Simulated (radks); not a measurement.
Initial-state core-level shifts of neutral thulium when its valence configuration changes from [Xe] 4f13 6s2. Calculated with a radial shooting solver on a logarithmic mesh with Libxc functionals: Dirac Kohn-Sham, PBE, spin-unpolarised, spherical densities, finite nucleus; open shells fill j = l - 1/2 first; Fermi nuclear charge, rms radius 5.2256 fm. Shifts are changes of the shell-averaged eigenvalues in eV (positive: less bound); the change of the density at the nucleus, which sets a Mossbauer isomer shift, is in e/bohr^3, on a base of 9.497e+05.

| valence | 1s | 2s | 3p | 4s | density at nucleus |
|---|---|---|---|---|---|
| 4f13 6s1 6p1 | -1.339 | -1.322 | -1.303 | -1.312 | -30.34 |
| 4f13 5d1 6s1 | +0.400 | +0.451 | +0.430 | +0.445 | -35.61 |
| 4f12 6s2 6p1 | -9.481 | -10.048 | -10.724 | -10.549 | +65.69 |
| 4f13 6p2 | -2.562 | -2.529 | -2.491 | -2.510 | -65.36 |
| 4f12.5 5d0.5 6s2 | -3.160 | -3.385 | -3.715 | -3.645 | +22.90 |
| 4f11.5 5d0.5 6s2 6p1 | -13.126 | -13.996 | -15.134 | -14.768 | +93.27 |
| 4f12 5d2 6s1 | -5.365 | -5.784 | -6.537 | -6.328 | +3.31 |
| 4f9.5 5d2.5 6s2 6p1 | -29.334 | -31.692 | -35.171 | -33.373 | +215.38 |
